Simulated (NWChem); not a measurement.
# CH₃AlCl₂; SMILES [CH3][Al]([Cl])[Cl]

```xyz
7

Al     0.3452    -0.0010     0.0072
Cl    -0.7652    -1.7988    -0.0058
Cl    -0.7723     1.7927    -0.0055
C      2.2879     0.0102     0.0062
H      2.6850     0.8328     0.6347
H      2.6604     0.1772    -1.0269
H      2.7043    -0.9522     0.3639
```
Atoms are numbered in this order, from 1.

Results from NWChem. Pople sets run with spherical d functions. The geometry was optimised at PBE-D3(BJ)/def2-SVP. Vzz is the largest principal value of the second derivative of the potential at the nucleus (NWChem prints the opposite sign); η is the asymmetry. Non-relativistic.

```tsv
level	Vzz Al1 (a.u.)	η Al1	Vzz Cl3 (a.u.)	η Cl3	relative time
B3LYP/def2-SVP	0.798	0.59	1.268	0.34	2
B3LYP/def2-TZVP	1.025	0.60	1.341	0.44	10
Hartree-Fock/6-31G*	0.858	0.66	1.243	0.36	2
Hartree-Fock/def2-SVP	0.901	0.63	1.216	0.29	1
```

The last column is a rough cost ratio, cheapest run = 1.
